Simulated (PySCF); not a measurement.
**Spin-rotation constants: `B1N(C)C(C2CC2)=CC1`, C7H12BN**

Molfile (atoms numbered from 1):
```
C7H12BN
     RDKit          3D

 21 22  0  0  0  0  0  0  0  0999 V2000
    0.4218    2.0431   -0.6526 C   0  0  0  0  0  0  0  0  0  0  0  0
    0.9890    0.7983   -0.2035 N   0  0  0  0  0  0  0  0  0  0  0  0
    2.2859    0.5206    0.2250 B   0  0  0  0  0  0  0  0  0  0  0  0
    2.2954   -1.0227    0.5982 C   0  0  0  0  0  0  0  0  0  0  0  0
    0.8795   -1.4100    0.3045 C   0  0  0  0  0  0  0  0  0  0  0  0
    0.1840   -0.3613   -0.1438 C   0  0  0  0  0  0  0  0  0  0  0  0
   -1.2347   -0.2962   -0.5569 C   0  0  0  0  0  0  0  0  0  0  0  0
   -2.2785    0.1843    0.4173 C   0  0  0  0  0  0  0  0  0  0  0  0
   -2.2369   -1.2551    0.0096 C   0  0  0  0  0  0  0  0  0  0  0  0
    0.0985    1.9775   -1.6960 H   0  0  0  0  0  0  0  0  0  0  0  0
   -0.4421    2.3225   -0.0435 H   0  0  0  0  0  0  0  0  0  0  0  0
    1.1760    2.8239   -0.5725 H   0  0  0  0  0  0  0  0  0  0  0  0
    3.1380    1.3161    0.2753 H   0  0  0  0  0  0  0  0  0  0  0  0
    2.9884   -1.6193    0.0003 H   0  0  0  0  0  0  0  0  0  0  0  0
    2.5518   -1.2343    1.6389 H   0  0  0  0  0  0  0  0  0  0  0  0
    0.5004   -2.4081    0.4273 H   0  0  0  0  0  0  0  0  0  0  0  0
   -1.3791    0.0021   -1.5911 H   0  0  0  0  0  0  0  0  0  0  0  0
   -3.0813    0.8055    0.0484 H   0  0  0  0  0  0  0  0  0  0  0  0
   -1.9568    0.4329    1.4176 H   0  0  0  0  0  0  0  0  0  0  0  0
   -1.8966   -1.9725    0.7389 H   0  0  0  0  0  0  0  0  0  0  0  0
   -3.0117   -1.6302   -0.6418 H   0  0  0  0  0  0  0  0  0  0  0  0
  1  2  1  0
  2  3  1  0
  3  4  1  0
  4  5  1  0
  5  6  2  0
  6  7  1  0
  7  8  1  0
  8  9  1  0
  6  2  1  0
  9  7  1  0
  1 10  1  0
  1 11  1  0
  1 12  1  0
  3 13  1  0
  4 14  1  0
  4 15  1  0
  5 16  1  0
  7 17  1  0
  8 18  1  0
  8 19  1  0
  9 20  1  0
  9 21  1  0
M  END
```

Computed, not measured: PySCF 2.14.0, GIAO HF/pcSseg-1 magnetisability, rotational g tensor and spin-rotation constants, non-relativistic, gas phase. Geometry: GFN2-xTB.

(1) Give the nuclear spin-rotation constants along the inertial axes (H = +C I·J) beside the isotropic shieldings.

Results:

(1) Rotational constants 2.7884, 1.3870, 0.9954 GHz. A star marks the isotopologue with that one atom substituted, in its own axes.
| atom | isotope | Caa (kHz) | Cbb (kHz) | Ccc (kHz) | mean (kHz) | σ (ppm) |
| --- | --- | --- | --- | --- | --- | --- |
| N2 | 14N | 0.208 | 0.204 | 0.044 | 0.152 | 124.0 |
| B3 | 11B | 0.944 | 0.416 | 0.162 | 0.507 | 66.8 |
| H10 | 1H | -0.239 | -0.130 | 0.013 | -0.119 | 28.9 |
| H11 | 1H | -0.081 | -0.129 | -0.040 | -0.083 | 28.7 |
| H12 | 1H | -0.051 | -0.061 | -0.101 | -0.071 | 28.6 |
| H13 | 1H | 0.081 | -0.066 | -0.097 | -0.027 | 27.0 |
| H14 | 1H | -0.212 | -0.094 | -0.052 | -0.120 | 30.6 |
| H15 | 1H | -0.301 | -0.094 | -0.021 | -0.139 | 30.7 |
| H16 | 1H | -0.189 | 0.068 | -0.111 | -0.077 | 26.9 |
| H17 | 1H | -0.271 | -0.112 | -0.027 | -0.137 | 30.8 |
| H18 | 1H | -0.169 | -0.065 | -0.109 | -0.114 | 31.5 |
| H19 | 1H | -0.271 | -0.166 | -0.007 | -0.148 | 31.9 |
| H20 | 1H | -0.283 | -0.026 | -0.092 | -0.134 | 31.4 |
| H21 | 1H | -0.104 | -0.145 | -0.072 | -0.107 | 31.4 |
| C1 | 13C* | 0.454 | 0.185 | 0.161 | 0.267 | 159.8 |
| C4 | 13C* | 0.407 | 0.209 | 0.121 | 0.246 | 170.0 |
| C5 | 13C* | 1.055 | 0.448 | 0.142 | 0.548 | 77.0 |
| C6 | 13C* | 1.353 | 0.506 | 0.199 | 0.686 | 32.4 |
| C7 | 13C* | 0.339 | 0.155 | 0.106 | 0.200 | 187.0 |
| C8 | 13C* | 0.239 | 0.189 | 0.115 | 0.181 | 187.2 |

For the geometry as given, no vibrational averaging.
